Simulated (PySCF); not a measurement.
Species: C6H9N.
Structure used (GFN2-xTB), in Å, numbered top down from 1:
```
atom  x, y, z in Å
C1    -2.658    0.403    0.754
C2    -1.804    0.012   -0.155
C3    -1.407   -0.923   -1.198
C4    -0.487    0.227   -0.788
C5     0.725   -0.065   -0.020
N6     1.755    0.646   -0.129
C7     2.921    0.350    0.639
H8    -3.598   -0.105    0.903
H9    -2.461    1.253    1.385
H10   -1.120   -1.925   -0.908
H11   -1.878   -0.869   -2.169
H12   -0.378    1.060   -1.472
H13    0.664   -0.936    0.655
H14    3.166    1.226    1.241
H15    3.750    0.178   -0.048
H16    2.804   -0.524    1.297
```

The closed-shell SCF was solved with PySCF and density fitting under several settings on one GFN2-xTB geometry (grid level 2 and gas phase unless stated).

| settings | basis functions | SCF cycles | E (Eh) | HOMO (eV) | LUMO (eV) | dipole (D) |
| --- | --- | --- | --- | --- | --- | --- |
| HF/6-311G**, damping 0.2 at the start, DIIS from the seventh cycle | 180 | 12 | -286.8696 | -10.05 | 3.83 | 1.60 |
| PBE0/6-31++G**, IEF-PCM acetone, start guess sap | 180 | 13 | -288.3930 | -7.28 | -0.29 | 2.21 |

Q: Estimate the rows for these settings: (1) PW91/6-31G-J; (2) PBE0/pcSseg-0, grid level 4, fitting basis def2-qzvpp-jkfit.

A: 
```csv
settings,basis functions,SCF cycles,E (Eh),HOMO (eV),LUMO (eV),dipole (D)
PW91/6-31G-J,120,15,-288.5680,-5.16,-0.85,1.34
"PBE0/pcSseg-0, grid level 4, fitting basis def2-qzvpp-jkfit",81,10,-287.6988,-6.77,-0.03,1.66
```

Q: Over all rows, what range does the HOMO–LUMO gap span?

A: From 4.31 eV (PW91/6-31G-J) to 13.88 eV (HF/6-311G**, damping 0.2 at the start, DIIS from the seventh cycle). The functional of the narrowest has no exact exchange, that of the widest 100 % exact exchange.

Q: And the dipole moment?

A: From 1.34 D (PW91/6-31G-J) to 2.21 D (PBE0/6-31++G**, IEF-PCM acetone, start guess sap); the largest is 1.65 times the smallest, and the median is 1.63 D.

Whole jobs, the steps after the SCF included, on AMD EPYC 9R14, one thread, shared host:

```json
{"settings": "HF/6-311G**, damping 0.2 at the start, DIIS from the seventh cycle", "work after the SCF": "spin–spin couplings from 16 perturbed nuclei, spin–dipole term for 1 of them", "wall time": "13 s", "peak memory": "0.83 GiB"}
{"settings": "PBE0/6-31++G**, IEF-PCM acetone, start guess sap", "work after the SCF": "spin–spin couplings from 16 perturbed nuclei, spin–dipole term for 1 of them", "wall time": "22 s", "peak memory": "0.95 GiB"}
{"settings": "PW91/6-31G-J", "work after the SCF": "shieldings, ring-centre shieldings", "wall time": "17 s", "peak memory": "0.61 GiB"}
{"settings": "PBE0/pcSseg-0, grid level 4, fitting basis def2-qzvpp-jkfit", "work after the SCF": "spin–spin couplings from 16 perturbed nuclei, spin–dipole term for 1 of them", "wall time": "13 s", "peak memory": "0.53 GiB"}
```

Cycle counts include a coarse-grid stage where the run had one. All basis functions are spherical, in the Pople sets too. At HF/6-311G** the closed-shell solution lies near or past a triplet instability. One conformer (not necessarily the lowest) at the GFN2-xTB geometry, without vibrations or thermal averaging.
